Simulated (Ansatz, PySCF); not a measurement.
Reaction (SMILES): [CH3][GeH][CH3] -> [CH3][GeH-][CH3] (an electron is taken up)
Geometries: B3LYP-D3(BJ)/def2-TZVP minima from Ansatz (a first-principles code).

Property: adiabatic electron affinity (0 K, with B3LYP-D3(BJ) harmonic zero-point energies from PySCF), positive where the reaction releases energy, in eV. Valence correlation only, unless marked. Open shells are spin-unrestricted. No spin-orbit coupling. The frozen core is the preceding noble-gas configuration, with the filled d and f shells of earlier blocks. Non-relativistic. Anions need diffuse functions: aug- sets have them; def2-D sets add few; the other sets have none. CBS(X,Y): correlation extrapolated as X^-3; Hartree-Fock from the larger set.

```tsv
level	program	adiabatic electron affinity (eV)
revPBE-D4/def2-TZVPD	Ansatz + dftd4	1.32
revPBE/def2-TZVPD	Ansatz	1.17
r2SCAN-D4/def2-TZVPD	Ansatz + dftd4	(withheld)
PBE0-D4/def2-TZVP	Ansatz + dftd4	1.03
B2PLYP-D3(BJ)/def2-TZVPD	Ansatz + dftd3	1.17
RPA@PBE/cc-pVTZ	Ansatz	(withheld)
SCS-MP2/STO-3G	Ansatz	-3.79
CCSD/STO-3G	Ansatz	-3.80
CCSD(T)/CBS(aug-cc-pVTZ,aug-cc-pVQZ)	Ansatz	1.26
```

Task: Some entries are withheld; supply them.

Result: 
- r2SCAN-D4/def2-TZVPD, adiabatic electron affinity (eV): 1.13
- RPA@PBE/cc-pVTZ, adiabatic electron affinity (eV): 1.39
